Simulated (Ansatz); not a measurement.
`Oc1cc2c3ccccc3c3c4ccccc4c4ccccc4c3c2c2ccccc12` with charge +1. Charge 1, multiplicity 2. Geometry PBE-D4/def2-SVP, that of the neutral singlet; atoms count from 1.

```xyz
49

O     2.7940    4.6944   -0.0723
C     2.0856    3.5338   -0.1033
C     2.5585    2.3759   -0.6898
C     1.8216    1.1533   -0.6459
C     2.3259   -0.0537   -1.2883
C     3.6298   -0.1191   -1.8440
C     4.1109   -1.2717   -2.4568
C     3.2991   -2.4237   -2.5024
C     2.0131   -2.3880   -1.9730
C     1.4758   -1.2079   -1.3830
C     0.1815   -1.2030   -0.7185
C    -0.8488   -2.2182   -0.9275
C    -0.9725   -2.9174   -2.1603
C    -2.0111   -3.8177   -2.3887
C    -2.9762   -4.0497   -1.3885
C    -2.9047   -3.3436   -0.1897
C    -1.8644   -2.4166    0.0636
C    -1.7933   -1.6486    1.3015
C    -2.5262   -2.0103    2.4600
C    -2.4178   -1.2855    3.6438
C    -1.5413   -0.1818    3.7082
C    -0.8178    0.1981    2.5824
C    -0.9429   -0.4995    1.3489
C    -0.0903   -0.1698    0.2053
C     0.5810    1.1094    0.0452
C    -0.0200    2.3700    0.4607
C    -1.3999    2.4993    0.7964
C    -1.9444    3.7150    1.1906
C    -1.1371    4.8752    1.2678
C     0.1940    4.8070    0.8801
C     0.7571    3.5775    0.4435
H     3.6604    4.5390   -0.4919
H     3.5343    2.4105   -1.1962
H     4.2926    0.7539   -1.7748
H     5.1290   -1.2893   -2.8741
H     3.6863   -3.3599   -2.9326
H     1.4212   -3.3115   -1.9590
H    -0.2691   -2.6991   -2.9742
H    -2.0883   -4.3241   -3.3629
H    -3.8014   -4.7564   -1.5638
H    -3.6930   -3.4849    0.5631
H    -3.1683   -2.9022    2.4357
H    -2.9896   -1.5933    4.5323
H    -1.4114    0.3695    4.6518
H    -0.1116    1.0354    2.6524
H    -2.0537    1.6216    0.7242
H    -3.0165    3.7736    1.4329
H    -1.5706    5.8313    1.5982
H     0.8303    5.7028    0.8731
```

Single mean-field runs in def2-TZVP are fitted with def2-universal-jkfit.

(1) Estimate the Mulliken populations of the heavy atoms from the PBE0/def2-TZVP orbitals of Ansatz.

(2) Where does the spin sit?

(3) And the Mayer bond orders between heavy atoms (over 0.3)?

## Answers

(1) 
| atom | charge (e) | spin (α − β) |
| --- | --- | --- |
| O1 | -0.34 | 0.05 |
| C2 | 0.25 | 0.12 |
| C3 | -0.31 | 0.06 |
| C4 | 0.11 | 0.07 |
| C5 | 0.08 | 0.01 |
| C6 | -0.18 | 0.03 |
| C7 | -0.10 | 0.06 |
| C8 | -0.12 | -0.03 |
| C9 | -0.26 | 0.10 |
| C10 | 0.09 | -0.06 |
| C11 | 0.04 | 0.24 |
| C12 | 0.14 | -0.04 |
| C13 | -0.28 | 0.10 |
| C14 | -0.11 | -0.06 |
| C15 | -0.09 | 0.11 |
| C16 | -0.19 | -0.03 |
| C17 | 0.07 | 0.06 |
| C18 | 0.12 | 0.00 |
| C19 | -0.20 | 0.01 |
| C20 | -0.09 | 0.04 |
| C21 | -0.13 | -0.02 |
| C22 | -0.13 | 0.05 |
| C23 | -0.11 | -0.03 |
| C24 | 0.13 | 0.09 |
| C25 | 0.21 | 0.05 |
| C26 | -0.05 | -0.01 |
| C27 | -0.18 | 0.02 |
| C28 | -0.09 | 0.03 |
| C29 | -0.10 | -0.02 |
| C30 | -0.18 | 0.05 |
| C31 | 0.04 | -0.03 |
Mulliken values depend strongly on the basis.

(2) Summed by element: O 0.05, C 0.97, H -0.03, of 1 unpaired in all. Largest on single atoms: C11 0.24, C2 0.12, C15 0.11.

(3) O1–C2 1.26 (1.36 Å); C2–C3 1.38 (1.38 Å); C2–C31 1.19 (1.44 Å); C3–C4 1.40 (1.43 Å); C4–C5 1.04 (1.46 Å); C4–C25 1.33 (1.42 Å); C5–C6 1.38 (1.42 Å); C5–C10 1.33 (1.44 Å); C6–C7 1.45 (1.39 Å); C7–C8 1.36 (1.41 Å); C8–C9 1.47 (1.39 Å); C9–C10 1.30 (1.42 Å); C10–C11 1.07 (1.45 Å); C11–C12 1.02 (1.46 Å); C11–C24 1.36 (1.41 Å); C12–C13 1.26 (1.42 Å); C12–C17 1.32 (1.43 Å); C13–C14 1.49 (1.39 Å); C14–C15 1.35 (1.41 Å); C15–C16 1.45 (1.39 Å); C16–C17 1.38 (1.42 Å); C17–C18 1.01 (1.46 Å); C18–C19 1.36 (1.42 Å); C18–C23 1.33 (1.43 Å); C19–C20 1.46 (1.39 Å); C20–C21 1.33 (1.41 Å); C21–C22 1.49 (1.39 Å); C22–C23 1.35 (1.42 Å); C23–C24 0.99 (1.46 Å); C24–C25 1.04 (1.45 Å); C25–C26 1.01 (1.46 Å); C26–C27 1.36 (1.43 Å); C26–C31 1.29 (1.44 Å); C27–C28 1.50 (1.39 Å); C28–C29 1.31 (1.42 Å); C29–C30 1.47 (1.39 Å); C30–C31 1.30 (1.42 Å).
